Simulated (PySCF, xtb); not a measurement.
CH₃BI₂O, SMILES COB(I)I. Other conformers were not sampled.

Harmonic wavenumbers (cm⁻¹) from GFN2-xTB in xtb at its own minimum, in rising order: 76, 117, 150, 165, 292, 391, 400, 767, 970, 1126, 1133, 1350, 1426, 1452, 1462, 2960, 2990, 3000.

Problem. What does PBE-D3(BJ)/def2-SVP (PySCF) give at its own minimum? (An estimate is asked for; the answer gives what the named calculation found.)

Solution. 42, 114, 143, 150, 274, 374, 414, 749, 970, 1124, 1141, 1331, 1409, 1416, 1453, 2971, 3065, 3095. Paired by order, the mean absolute difference is 22 cm⁻¹ and the zero-point energies are 28.9 and 28.9 kcal/mol.
